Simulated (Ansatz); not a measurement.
`N[Si](N)([SiH3])[SiH3]` + `C=C(F)BO` → `N[Si](N)(O)[SiH3]` + `C=C(F)B[SiH3]`  (redistribution)

Program: Ansatz. Geometries: PBE0-D4/def2-TZVP. ΔE: electronic, gas phase. CBS: MP2 limit from def2 TZ/QZ plus the TZ coupled-cluster correction, frozen cores. Functionals use def2-TZVPP. B3LYP here is the variant with VWN-RPA as its local correlation; programs differ in this. Each species was taken in one conformer, which may not be the lowest.

```csv
level,ΔE (kJ/mol),difference from CCSD(T)/CBS
PBE-D4,55.8,15.9
r2SCAN-D4,45.3,5.4
PBE0-D4,50.8,10.9
B3LYP-D4,45.1,5.2
ωB97M-V,41.1,1.2
B2PLYP,40.3,0.4
r2SCAN,44.6,4.7
PBE0,49.0,9.1
B3LYP,42.3,2.4
HF/def2-TZVPP,27.8,-12.1
MP2/def2-TZVPP,38.9,-1.0
SCS-MP2/def2-TZVPP,36.6,-3.3
CCSD(T)/def2-TZVPP,40.2,0.3
MP2/def2-QZVPP,38.7,-1.2
SCS-MP2/def2-QZVPP,36.5,-3.4
CCSD/CBS(def2),37.5,-2.4
CCSD(T)/CBS,39.9,0
```

Largest T1 diagnostic among the species: 0.014.

From PBE to PBE0 (25 % exact exchange), in def2-TZVPP and without D4, ΔE moves by −5.0 kJ/mol. In def2-TZVPP, CCSD(T) changes the Hartree–Fock value by +12.3 kJ/mol (the triples alone add +2.4 kJ/mol) and MP2 by +11.1 kJ/mol.
